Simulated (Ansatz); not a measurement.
Job for Ansatz (a quantum-chemistry and plane-wave program): U-CCSD(T)/def2-SVP on CdH2Se (SMILES [SeH][CdH]), a point of a bond scan (R = 3.346 Å). Elements past Kr take the def2 small-core potentials; no spin–orbit coupling. The run froze 18 orbitals, filled d shells among them.

Ansatz 0.2 input:
```yaml
crystal:
  periodic: [false, false, false]
  atoms:
    - {symbol: Cd, position_ang: [-0.57782857, -0.43492185, -0.71648612]}
    - {symbol: H, position_ang: [-2.47596213, -1.87587863, -3.06461948]}
    - {symbol: Se, position_ang: [0.83268525, 0.66552990, 1.01516222]}
    - {symbol: H, position_ang: [0.95136823, -0.59636766, 1.76637103]}
basis:
  gaussian:
    orbitals: def2-SVP
correlation: {method: ccsd_t, electrons: outside_noble_gas}
scf: {omitted_lower_state_checks: [cluster_reference]}
magnetization: {spin_polarized: true, initial_magnetization: 0}
```

Q: What total energy does the run end on?

A: -2567.8874 hartree (reference determinant -2567.4803, T1 diagnostic 0.024). Its determinant has ⟨S²⟩ = 0.92, a mixture of spin states.

Q: How many basis functions does it have, and what does it roughly cost on one machine?

A: 73 functions; around 15 core-seconds (rough).
